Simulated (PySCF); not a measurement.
Problem. Write Cartesian coordinates for `C[C@@H]1CCC[NH2+]C1` as optimised with GFN2-xTB. (Charge +1.)

Solution. 
```
atom  x, y, z in Å
C1     2.3738    0.3040   -0.3328
C2     0.9793    0.1196    0.2578
C3     0.3714   -1.2241   -0.1481
C4    -1.0486   -1.3635    0.3947
C5    -1.9169   -0.2119   -0.0904
N6    -1.3043    1.0752    0.3393
C7     0.0644    1.2483   -0.2201
H8     2.3426    0.2675   -1.4183
H9     2.8009    1.2564   -0.0314
H10    3.0322   -0.4861    0.0137
H11    1.0551    0.1636    1.3500
H12    0.9904   -2.0340    0.2341
H13    0.3598   -1.3043   -1.2361
H14   -1.4865   -2.3019    0.0579
H15   -1.0330   -1.3834    1.4863
H16   -2.9265   -0.2820    0.3176
H17   -1.9765   -0.2132   -1.1805
H18   -1.9010    1.8613    0.0609
H19   -1.2351    1.0735    1.3649
H20   -0.0069    1.2333   -1.3096
H21    0.4566    2.2186    0.0897
```

Orientation and origin are arbitrary. Atoms count from 1 in this order. The 6-membered ring C2–C3–C4–C5–N6–C7 has internal angles of 109.1° to 111.7°; it is puckered, 0.24 Å rms from its mean plane, widest ring torsion 60°. Of the pairs four or more bonds apart, H17···H20 is among the closest relative to their van der Waals radii: 2.45 Å, 102 % of the sum of Bondi's values. N6 (ammonium nitrogen) is tetrahedral (angles from 108.1° to 111.7°).

Bonds between heavy atoms (Å): C1–C2 1.526, C2–C3 1.530, C3–C4 1.527, C4–C5 1.522, C5–N6 1.489, N6–C7 1.489, C2–C7 1.529.

The geometry is computed with GFN2-xTB (gas phase).

Point group: C1 (no symmetry element, even within 0.4 Å). Stationary, but not proved a minimum. Torsions: C1–C2–C3–C4 -177°, C2–C3–C4–C5 57°, C3–C4–C5–N6 -58°, C4–C5–N6–C7 60°.

One conformer stands for the species.
